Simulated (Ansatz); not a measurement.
Mulliken charges of BClH2Se (`ClB[SeH]`) from ωB97M-V/def2-TZVPP in Ansatz (PBE0-D4/def2-TZVP geometry).

```
atom   x (Å)   y (Å)   z (Å)  charge (e)
 Cl1  -2.133  -0.290  -0.272      -0.098
  B2  -0.407  -0.344  -0.042      -0.044
 Se3   0.577   1.300  -0.016      -0.015
  H4   0.133  -1.394   0.094       0.085
  H5   1.880   0.655   0.195       0.073
```

Problem. By hand: the dipole of these point charges (1 e Å = 4.8032 D).

Solution. Σ q r = (0.367, -0.047, 0.051) e Å, of length 0.373 e Å = 1.79 D.

Problem. How does the dipole of the full density compare? (Best estimate.)

Solution. Ansatz gave: (0.249, -0.038, 0.035) e Å, 1.22 D; the point charges give 1.47 times that, at 1° from its direction.

Point charges leave out the atoms' own dipoles, such as those of lone pairs, and Mulliken's split depends on the basis, so the two needn't agree.
